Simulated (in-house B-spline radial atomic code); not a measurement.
Successive ionisation energies of tungsten; each step leads to the configuration of the next row (after the last: bare). NIST's values go from ground level to ground level; the uncertainty of those that are theory runs from under 0.1 % in few-electron ions to several per cent in heavy many-electron ones. Computed with a radial B-spline atomic code at the basis-set limit: non-relativistic Hartree-Fock, average of the configuration, point nuclei.

This level leaves out relativity, spin-orbit splitting included, which matters for heavy ions.

```json
{"ion": "W63+", "configuration": "[Ne] 3s1", "ionisation energy (eV)": "6610.1", "tabulated value (eV)": "7130", "computed minus tabulated (eV)": "-520", "highest orbital": "3s", "largest mean radius (bohr)": "0.1983"}
{"ion": "W64+", "configuration": "[He] 2s2 2p6", "ionisation energy (eV)": "15449.3", "tabulated value (eV)": "15566", "computed minus tabulated (eV)": "-117", "highest orbital": "2p", "largest mean radius (bohr)": "0.084853"}
{"ion": "W65+", "configuration": "[He] 2s2 2p5", "ionisation energy (eV)": "15776.6", "tabulated value (eV)": "15896", "computed minus tabulated (eV)": "-119", "highest orbital": "2p", "largest mean radius (bohr)": "0.084501"}
{"ion": "W66+", "configuration": "[He] 2s2 2p4", "ionisation energy (eV)": "16106.6", "tabulated value (eV)": "16252", "computed minus tabulated (eV)": "-145", "highest orbital": "2p", "largest mean radius (bohr)": "0.084152"}
{"ion": "W67+", "configuration": "[He] 2s2 2p3", "ionisation energy (eV)": "16439.5", "tabulated value (eV)": "16588", "computed minus tabulated (eV)": "-149", "highest orbital": "2p", "largest mean radius (bohr)": "0.083805"}
{"ion": "W68+", "configuration": "[He] 2s2 2p2", "ionisation energy (eV)": "?", "tabulated value (eV)": "?", "computed minus tabulated (eV)": "?", "highest orbital": "?", "largest mean radius (bohr)": "?"}
{"ion": "W69+", "configuration": "[He] 2s2 2p1", "ionisation energy (eV)": "?", "tabulated value (eV)": "?", "computed minus tabulated (eV)": "?", "highest orbital": "?", "largest mean radius (bohr)": "?"}
{"ion": "W70+", "configuration": "[He] 2s2", "ionisation energy (eV)": "17534.6", "tabulated value (eV)": "19362", "computed minus tabulated (eV)": "-1827", "highest orbital": "2s", "largest mean radius (bohr)": "0.08278"}
{"ion": "W71+", "configuration": "[He] 2s1", "ionisation energy (eV)": "17831.8", "tabulated value (eV)": "19686.74", "computed minus tabulated (eV)": "-1855", "highest orbital": "2s", "largest mean radius (bohr)": "0.082467"}
{"ion": "W72+", "configuration": "1s2", "ionisation energy (eV)": "?", "tabulated value (eV)": "?", "computed minus tabulated (eV)": "?", "highest orbital": "?", "largest mean radius (bohr)": "?"}
{"ion": "W73+", "configuration": "1s1", "ionisation energy (eV)": "74504.8", "tabulated value (eV)": "80755.91", "computed minus tabulated (eV)": "-6251", "highest orbital": "1s", "largest mean radius (bohr)": "0.02027"}
```

Problem. Fill in the row of W68+.

Solution. ionisation energy (eV): 16775.1; tabulated value (eV): 18476; computed minus tabulated (eV): -1701; highest orbital: 2p; largest mean radius (bohr): 0.083461.

Problem. Fill in the row of W69+.

Solution. ionisation energy (eV): 17113.5; tabulated value (eV): 18872; computed minus tabulated (eV): -1758; highest orbital: 2p; largest mean radius (bohr): 0.083119.

Problem. Fill in the row of W72+.

Solution. ionisation energy (eV): 73249.3; tabulated value (eV): 79181.94; computed minus tabulated (eV): -5933; highest orbital: 1s; largest mean radius (bohr): 0.020374.

Problem. Where is the largest jump?

Solution. From W71+ to W72+, by a factor of 4.11 (17832 to 73249 eV); the highest orbital goes from 2s to 1s.

Problem. How far is this level of theory from the measured and semi-empirical values?

Solution. Over those 8 rows the differences run from -1.83e+03 to -117 eV (mean absolute value 790 eV). The calculation leaves out relativity, correlation and, in open shells, the multiplet splittings that an average leaves out.
